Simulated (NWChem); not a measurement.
# CH3ClMgS in NWChem

SMILES: C[S][Mg][Cl]
```xyz
7

Mg     0.3202     0.1267     0.4200
Cl     0.7060     1.4610     2.1301
S     -0.0409    -1.2932    -1.3506
C     -1.5813    -0.6656    -2.1212
H     -2.4469    -0.7549    -1.4502
H     -1.7700    -1.2933    -3.0030
H     -1.4859     0.3748    -2.4619
```
Charge 0, spin multiplicity 1.

All runs are NWChem calculations. Structure: optimised with PBE0/def2-SVP, a minimum by its harmonic frequencies. It is one conformer; others weren't searched.

Symmetry labels belong to the abelian group C1 used in the runs, with the axes of the coordinates shown.

The structure started from a generated list of species.

Task: List the lowest 3 singlet excitations that TD-PBE/def2-SVP gives, with oscillator strengths.

Result: 
```tsv
state	symmetry	energy (eV)	wavelength (nm)	f
1	a	3.46	358	0.020
2	a	4.25	292	0.001
3	a	4.63	268	0.042
```
